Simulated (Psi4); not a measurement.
F$_{2}$OS, singlet, geometry from GFN2-xTB of the parent state; B3LYP/def2-SVP in Psi4.

Psi4 was given this input:
```
memory 2 GB

molecule mol {
0 1
  O     1.412777   -0.152744   -0.328451
  S     0.175328   -0.006149    0.328915
  F    -0.664628    1.263810   -0.187633
  F    -0.902868   -1.117107   -0.105148
}

set basis def2-svp
set reference rks

energy('b3lyp')
print_variables()
```

Output, abridged:

```
   => Loading Basis Set <=

    Name: DEF2-SVP
    Role: ORBITAL
    Keyword: BASIS

         ---------------------------------------------------------
                                   SCF
               by Justin Turney, Rob Parrish, Andy Simmonett
                          and Daniel G. A. Smith
                              RKS Reference
         ---------------------------------------------------------

  ==> Geometry <==

    Molecular point group: c1
    Full point group: C1

    Geometry (in Angstrom), charge = 0, multiplicity = 1:

       Center              X                  Y                   Z               Mass
    ------------   -----------------  -----------------  -----------------  -----------------
         O            1.431122795814    -0.154458666504    -0.324963213103    15.994914619570
         S            0.193673795814    -0.007863666504     0.332402786897    31.972071174400
         F           -0.646282204186     1.262095333496    -0.184145213103    18.998403162730
         F           -0.884522204186    -1.118821666504    -0.101660213103    18.998403162730

  Running in c1 symmetry.

  Rotational constants: A =      0.27898  B =      0.26846  C =      0.15150 [cm^-1]
  Rotational constants: A =   8363.53403  B =   8048.08419  C =   4541.77204 [MHz]
  Nuclear repulsion =  191.026359033216380

  Charge       = 0
  Multiplicity = 1
  Electrons    = 42
  Nalpha       = 21
  Nbeta        = 21

  ==> Algorithm <==

  SCF Algorithm Type is DF.
  DIIS enabled.
  MOM disabled.
  Fractional occupation disabled.
  Guess Type is SAD.
  Energy threshold   = 1.00e-06
  Density threshold  = 1.00e-06
  Integral threshold = 1.00e-12

  ==> Primary Basis <==

  Basis Set: DEF2-SVP
    Blend: DEF2-SVP
    Number of shells: 26
    Number of basis functions: 60
    Number of Cartesian functions: 64
    Spherical Harmonics?: true
    Max angular momentum: 2

  ==> DFT Potential <==

   => LibXC <=

    Version 7.1.2
    S. Lehtola, C. Steigemann, M. J. T. Oliveira, and M. A. L. Marques,  SoftwareX 7, 1–5 (2018) (10.1016/j.softx.2017.11.002)

   => Composite Functional: B3LYP <=

    B3LYP Hyb-GGA Exchange-Correlation Functional

    P. J. Stephens, F. J. Devlin, C. F. Chabalowski, and M. J. Frisch,  J. Phys. Chem. 98, 11623 (1994) (10.1021/j100096a001)

    Deriv               =              1
    GGA                 =           TRUE
    Meta                =          FALSE

    Exchange Hybrid     =           TRUE
    MP2 Hybrid          =          FALSE

   => Exchange Functionals <=

    0.0800   Slater exchange
    0.7200         Becke 88

   => Exact (HF) Exchange <=

    0.2000               HF

   => Correlation Functionals <=

    0.1900   Vosko, Wilk & Nusair (VWN5_RPA)
    0.8100   Lee, Yang & Parr

   => LibXC Density Thresholds  <==

    XC_HYB_GGA_XC_B3LYP:  1.00E-15

   => Molecular Quadrature <=

    Radial Scheme          =       TREUTLER
    Pruning Scheme         =           NONE
    Nuclear Scheme         =       TREUTLER

    Blocking Scheme        =         OCTREE
    BS radius alpha        =              1
    Pruning alpha          =              1
    Radial Points          =             75
    Spherical Points       =            302
    Total Points           =          85745
    Total Blocks           =            699
    Max Points             =            255
    Max Functions          =             59
    Weights Tolerance      =       1.00E-15

   => Loading Basis Set <=

    Name: (DEF2-SVP AUX)
    Role: JKFIT
    Keyword: DF_BASIS_SCF

  ==> Integral Setup <==

  SCF_SUBTYPE=INCORE selected. In-core MEM_DF algorithm will be used.
  Using in-core AOs.

  ==> MemDFJK: Density-Fitted J/K Matrices <==

    J tasked:                   Yes
    K tasked:                   Yes
    wK tasked:                   No
    Algorithm:                 Core
    Schwarz Cutoff:           1E-12
    Mask sparsity (%):       0.3333
    Fitting Condition:        1E-10

   => Auxiliary Basis Set <=

  Basis Set: (DEF2-SVP AUX)
    Blend: DEF2-UNIVERSAL-JKFIT
    Number of shells: 113
    Number of basis functions: 359
    Number of Cartesian functions: 434
    Spherical Harmonics?: true
    Max angular momentum: 4

  Minimum eigenvalue in the overlap matrix is 1.6153749618E-02.
  Reciprocal condition number of the overlap matrix is 4.7286228501E-03.
    Using symmetric orthogonalization.

  ==> Pre-Iterations <==

  SCF Guess: Superposition of Atomic Densities via on-the-fly atomic UHF (no occupation information).

   -------------------------
    Irrep   Nso     Nmo
   -------------------------
     A         60      60
   -------------------------
    Total      60      60
   -------------------------

  ==> Iterations <==

                           Total Energy        Delta E     RMS |[F,P]|

   @DF-RKS iter SAD:  -672.75400939916562   -6.72754e+02   0.00000e+00
   @DF-RKS iter   1:  -672.49308164871127    2.60928e-01   1.27359e-02 ADIIS/DIIS
   @DF-RKS iter   2:  -671.61170318782797    8.81378e-01   2.73390e-02 ADIIS/DIIS
   @DF-RKS iter   3:  -672.67234306175646   -1.06064e+00   5.35492e-03 ADIIS/DIIS
   @DF-RKS iter   4:  -672.70230518010885   -2.99621e-02   2.01974e-03 ADIIS/DIIS
   @DF-RKS iter   5:  -672.70738363597172   -5.07846e-03   1.76199e-04 ADIIS/DIIS
   @DF-RKS iter   6:  -672.70743393694647   -5.03010e-05   4.29851e-05 DIIS
   @DF-RKS iter   7:  -672.70743679927830   -2.86233e-06   4.36334e-06 DIIS
   @DF-RKS iter   8:  -672.70743683035334   -3.10750e-08   1.02152e-06 DIIS
   @DF-RKS iter   9:  -672.70743683205819   -1.70485e-09   1.68266e-07 DIIS
  Energy and wave function converged.

  ==> Post-Iterations <==

   Electrons on quadrature grid:
      Ntotal   =   41.9999968315 ; deviation = -3.168e-06

    Orbital Energies [Eh]
    ---------------------

    Doubly Occupied:

[...]
    Virtual:

[...]
    Final Occupation by Irrep:
              A
    DOCC [    21 ]
    NA   [    21 ]
    NB   [    21 ]

  @DF-RKS Final Energy:  -672.70743683205819

   => Energetics <=

    Nuclear Repulsion Energy =            191.0263590332163801
    One-Electron Energy =               -1309.9546485915047924
    Two-Electron Energy =                 490.8311000473729564
    DFT Exchange-Correlation Energy =     -44.6102473211426371
    Empirical Dispersion Energy =           0.0000000000000000
    VV10 Nonlocal Energy =                  0.0000000000000000
    Total Energy =                       -672.7074368320581925

Computation Completed

Properties will be evaluated at   0.000000,   0.000000,   0.000000 [a0]

Properties computed using the SCF density matrix

 Multipole Moments:

 ------------------------------------------------------------------------------------
     Multipole            Electronic (a.u.)      Nuclear  (a.u.)        Total (a.u.)
 ------------------------------------------------------------------------------------

 L = 1.  Multiply by 2.5417464519 to convert [e a0] to [Debye]
 Dipole X            :         -1.5746984            1.4560782           -0.1186202
 Dipole Y            :          0.1623556           -0.1361075            0.0262481
 Dipole Z            :          0.1381936            0.2768261            0.4150197
 Magnitude           :                                                    0.4324361

 ------------------------------------------------------------------------------------

  Variable Map:
  ----------------------------------------------------------------------------
[...]
  Array Variable Map:
  ----------------------------------------------------------------------------
[...]
[...]
```
